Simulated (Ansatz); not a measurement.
C7H9N can be A, `Cc1ccc(C)nc1`, or B, `Cc1ccc(N)cc1`.

Calculated with Ansatz (gas phase, PBE0-D4/def2-TZVP geometries, no zero-point term in ΔE). CCSD(T)/CBS is the MP2 limit (def2-TZVPP, def2-QZVPP) plus CCSD(T) − MP2 in def2-TZVPP, frozen cores. DFT in def2-TZVPP. B3LYP here is the variant with VWN-RPA as its local correlation; programs differ in this. One conformer a species, not always the lowest.

Task: Which isomer does CCSD(T)/CBS put lower? Give the gap. (Estimate.)

Result: Ansatz gave: B, by 2.9 kcal/mol.

Task: Give E(B) − E(A) in kcal/mol with LDA (SPW92), CCSD/def2-TZVPP, MP2/def2-TZVPP, B3LYP, CCSD(T)/def2-TZVPP, BLYP-D4, r2SCAN-D4. (An estimate is asked.)

Result: The calculation gave: LDA (SPW92) -5.9, CCSD/def2-TZVPP -2.0, MP2/def2-TZVPP -2.8, B3LYP -2.7, CCSD(T)/def2-TZVPP -1.8, BLYP-D4 -2.7, r2SCAN-D4 -3.7. None reverses the order clearly.

Largest T1 diagnostic: 0.011.

At CCSD(T), def2-SVP lies +3.4 kcal/mol from the extrapolated value and def2-TZVPP +1.1 kcal/mol. In def2-TZVPP, CCSD(T) changes the Hartree–Fock value by −0.9 kcal/mol (the triples alone add +0.2 kcal/mol) and MP2 by −1.9 kcal/mol.
